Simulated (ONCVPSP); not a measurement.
**magnesium: one change to an ONCV potential, before and after**

* Element: Mg (Z = 12)
* Generator: ONCVPSP 4.0.1
* Type: optimised norm-conserving Vanderbilt (ONCV)
* Functional: PBE
* Relativity: scalar-relativistic
* Frozen core: [He]
* Valence charge: 10
* Reference configuration: 2s2 2p6 3s2
* Partial waves: 2s+3s: rc 1.15 bohr, ncon 3, nbas 7, qcut 8.6 1/bohr, 2 projectors; 2p: rc 1.05 bohr, ncon 3, nbas 7, qcut 16.2 1/bohr, 2 projectors, debl 2.6 Ha; d scattering state at 0.03 Ha: rc 0.90 bohr, ncon 4, nbas 8, qcut 12.3 1/bohr, local
* Local potential: the d channel
* Core correction: polynomial model core, fcfact 0.4

All-electron outer shells of the reference configuration (PBE, scalar-relativistic, ld1.x):

| shell | level (eV) | outermost node (bohr) | outermost maximum (bohr) |
| --- | --- | --- | --- |
| 1s | -1259.65 | – | 0.09 |
| 2s | -79.85 | 0.18 | 0.54 |
| 2p | -46.61 | – | 0.48 |
| 3s | -4.70 | 0.90 | 2.56 |

Change: functional PBEsol.

Cutoffs: the cutoffs (Ha) at which the residual kinetic energy of the hardest occupied pseudo-wave falls to 1 and 0.1 mHa per electron; they do not see the model core or the augmentation charge, which bear on the density cutoff. Errors are all-electron minus pseudo energies relative to the spin-unpolarised reference configuration.

Task: How do hardness, ghosts and transferability respond?

Result: The potential gets neither clearly harder nor softer (82 Ha and 95 Ha → 82 Ha and 95 Ha); the errors of the 4 common tests hardly move; neither file shows a bound ghost.

| quantity | base | changed |
| --- | --- | --- |
| cutoff, loose | 82 Ha | 82 Ha |
| cutoff, tight | 95 Ha | 95 Ha |
| loose cutoff by channel | s 22 Ha, p 82 Ha | s 22 Ha, p 82 Ha |
| bound ghosts | none | none |
| GHOST(+) flags under 300 eV | none | none |
| error for 2s2 2p6 3s1, meV [ΔE 7.96 → 7.92 eV] | -0.2 | -0.2 |
| error for 2s2 2p6 3s0, meV [ΔE 22.99 → 22.74 eV] | -1.4 | -1.3 |
| error for 2s2 2p6 3s1.5, meV [ΔE 3.14 → 3.13 eV] | 0.0 | 0.0 |
| error for 2s1 2p6 3s2, meV [ΔE 91.47 → 91.20 eV] | -250 | -238 |
| s: phases at 1.17 bohr within 0.05 rad from the reference energy up to (Ha; the scan ends near 5) | to the end of the scan | to the end of the scan |
| p: phases at 1.07 bohr within 0.05 rad from the reference energy up to (Ha; the scan ends near 5) | to the end of the scan | to the end of the scan |
| d: phases at 0.91 bohr within 0.05 rad from the reference energy up to (Ha; the scan ends near 5) | to the end of the scan | to the end of the scan |
| rms error of d²Exc/dni dnj with the model core, mHa | 2.00 | 1.70 |
